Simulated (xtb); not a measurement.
HO4S (SMILES O=S(=O)([O-])O), charge -1, singlet, from a rough starting geometry; GFN2-xTB (xtb).

Input for xtb:
```
$ xtb mol.xyz --gfn 2 --chrg -1 --opt vtight --json

# file mol.xyz
6

O      1.11249246    -0.23941840    -0.64908438
S     -0.42136427     0.05343463     0.02099116
O     -0.15651200     0.03850374     1.41113761
O     -1.25876490    -1.01231120    -0.51502099
O     -0.81355033     1.41242712    -0.53272275
H      1.46836285    -0.24069712     0.28063409
```

The log (banner, timings and long lists left out):

```
   ID    Z sym.   atoms
    1    8 O      1, 3-5
    2   16 S      2
    3    1 H      6

           -------------------------------------------------
          |                Calculation Setup                |
           -------------------------------------------------

           -------------------------------------------------
          |                 G F N 2 - x T B                 |
           -------------------------------------------------

          ...................................................
          :                      SETUP                      :
          :.................................................:
          :  # basis functions                  27          :
          :  # atomic orbitals                  26          :
          :  # shells                           12          :
          :  # electrons                        32          :
          :  max. iterations                   250          :
          :  Hamiltonian                  GFN2-xTB          :
          :  restarted?                      false          :
          :  GBSA solvation                  false          :
          :  PC potential                    false          :
          :  electronic temp.          300.0000000     K    :
          :  accuracy                    1.0000000          :
          :  -> integral cutoff          0.2500000E+02      :
          :  -> integral neglect         0.1000000E-07      :
          :  -> SCF convergence          0.1000000E-05 Eh   :
          :  -> wf. convergence          0.1000000E-03 e    :
          :  Broyden damping             0.4000000          :
          :  net charge                         -1          :
          :  unpaired electrons                  0          :
          ...................................................

 iter      E             dE          RMSdq      gap      omega  full diag
   1    -20.3364411 -0.203364E+02  0.100E+01    8.83       0.0  T
   2    -20.3512637 -0.148226E-01  0.580E+00    8.16       1.0  T
   3    -20.3563125 -0.504878E-02  0.133E+00    7.77       1.0  T
   4    -20.3572552 -0.942718E-03  0.616E-01    7.76       1.0  T
   5    -20.3576457 -0.390479E-03  0.232E-01    7.77       1.0  T
   6    -20.3577066 -0.608854E-04  0.844E-02    7.76       1.0  T
   7    -20.3577145 -0.792841E-05  0.195E-02    7.75       2.1  T
   8    -20.3577148 -0.357581E-06  0.642E-03    7.75       6.4  T
   9    -20.3577149 -0.888154E-08  0.183E-03    7.75      22.3  T
  10    -20.3577149 -0.911982E-09  0.443E-04    7.75      92.1  T
  11    -20.3577149 -0.164388E-09  0.178E-04    7.75     229.0  T

   *** convergence criteria satisfied after 11 iterations ***

         :::::::::::::::::::::::::::::::::::::::::::::::::::::
         ::                     SUMMARY                     ::
         :::::::::::::::::::::::::::::::::::::::::::::::::::::
         :: total energy             -20.286038385015 Eh    ::
         :: gradient norm              0.132564413023 Eh/a0 ::
         :: HOMO-LUMO gap              7.749929170850 eV    ::
         ::.................................................::
         :: SCC energy               -20.357714530911 Eh    ::
         :: -> isotropic ES            0.223806592403 Eh    ::
         :: -> anisotropic ES         -0.018760176040 Eh    ::
         :: -> anisotropic XC         -0.006316108205 Eh    ::
         :: -> dispersion             -0.004312441062 Eh    ::
         :: repulsion energy           0.071676145896 Eh    ::
         :: add. restraining           0.000000000000 Eh    ::
         :: total charge              -1.000000000000 e     ::
         :::::::::::::::::::::::::::::::::::::::::::::::::::::

      -----------------------------------------------------------
     |                   =====================                   |
     |                        A N C O P T                        |
     |                   =====================                   |
[...]
 * total energy  :   -20.2860384 Eh     change       -0.2699352E-10 Eh
 * total energy  :   -20.2915128 Eh     change       -0.5474447E-02 Eh
 * total energy  :   -20.2942031 Eh     change       -0.2690270E-02 Eh
 * total energy  :   -20.2944394 Eh     change       -0.2363167E-03 Eh
 * total energy  :   -20.2945138 Eh     change       -0.7439453E-04 Eh
 * total energy  :   -20.2945350 Eh     change       -0.2118065E-04 Eh
 * total energy  :   -20.2945449 Eh     change       -0.9925842E-05 Eh
 * total energy  :   -20.2945469 Eh     change       -0.1950901E-05 Eh
 * total energy  :   -20.2945473 Eh     change       -0.4783425E-06 Eh
 * total energy  :   -20.2945475 Eh     change       -0.1080370E-06 Eh
 * total energy  :   -20.2945475 Eh     change       -0.2345415E-07 Eh
   *** GEOMETRY OPTIMIZATION CONVERGED AFTER 11 ITERATIONS ***
         :: total energy             -20.294547480612 Eh    ::
[...]
         6        2.0000           -0.3955603             -10.7637
         7        2.0000           -0.3513878              -9.5617
         8        2.0000           -0.3347163              -9.1081
         9        2.0000           -0.3157320              -8.5915
        10        2.0000           -0.2947935              -8.0217
        11        2.0000           -0.2558492              -6.9620
        12        2.0000           -0.2529967              -6.8844
        13        2.0000           -0.2510791              -6.8322
        14        2.0000           -0.2386557              -6.4942
        15        2.0000           -0.2375978              -6.4654
        16        2.0000           -0.2263496              -6.1593 (HOMO)
        17                          0.0887465               2.4149 (LUMO)
        18                          0.1521465               4.1401
        19                          0.2258550               6.1458
        20                          0.2387044               6.4955
        21                          0.3439486               9.3593
        22                          0.4296223              11.6906
        23                          0.4302573              11.7079
        24                          0.9447572              25.7082
        25                          1.3700461              37.2809
        26                          1.4027264              38.1701
      -------------------------------------------------------------
                  HL-Gap            0.3150960 Eh            8.5742 eV
             Fermi-level           -0.0688015 Eh           -1.8722 eV

     #   Z          covCN         q      C6AA      α(0)
     1   8 O        1.661    -0.617    25.574     6.827
     2  16 S        3.582     1.421    95.392    16.438
     3   8 O        0.860    -0.731    29.569     7.291
     4   8 O        0.860    -0.690    28.445     7.151
     5   8 O        0.860    -0.694    28.538     7.162
     6   1 H        0.954     0.311     0.675     1.284

 Mol. C6AA /au·bohr⁶  :        996.421858
 Mol. C8AA /au·bohr⁸  :      27289.930464
 Mol. α(0) /au        :         46.152715

Wiberg/Mayer (AO) data.
largest (>0.10) Wiberg bond orders for each atom

 ---------------------------------------------------------------------------
     #   Z sym  total        # sym  WBO       # sym  WBO       # sym  WBO
 ---------------------------------------------------------------------------
     1   8 O    1.919 --     6 H    0.881     2 S    0.812
     2  16 S    5.066 --     4 O    1.433     5 O    1.428     3 O    1.381
                             1 O    0.812
     3   8 O    1.704 --     2 S    1.381     4 O    0.118     5 O    0.118
     4   8 O    1.748 --     2 S    1.433     5 O    0.124     3 O    0.118
     5   8 O    1.744 --     2 S    1.428     4 O    0.124     3 O    0.118
     6   1 H    0.903 --     1 O    0.881
 ---------------------------------------------------------------------------

Topologies differ in total number of bonds
Writing topology from bond orders to xtbtopo.mol

molecular dipole:
                 x           y           z       tot (Debye)
 q only:        1.365      -0.208       0.201
   full:        1.588      -0.241       0.265       4.138
molecular quadrupole (traceless):
                xx          xy          yy          xz          yz          zz
 q only:        2.493      -0.577      -1.188      -0.014       0.025      -1.305
  q+dip:        2.598      -0.589      -1.275       0.118      -0.001      -1.323
   full:        3.058      -0.738      -1.693       0.142       0.022      -1.364

optimized geometry written to: xtbopt.xyz

           -------------------------------------------------
          | TOTAL ENERGY              -20.294547480612 Eh   |
          | GRADIENT NORM               0.000077525618 Eh/α |
          | HOMO-LUMO GAP               8.574199922090 eV   |
           -------------------------------------------------

normal termination of xtb
```
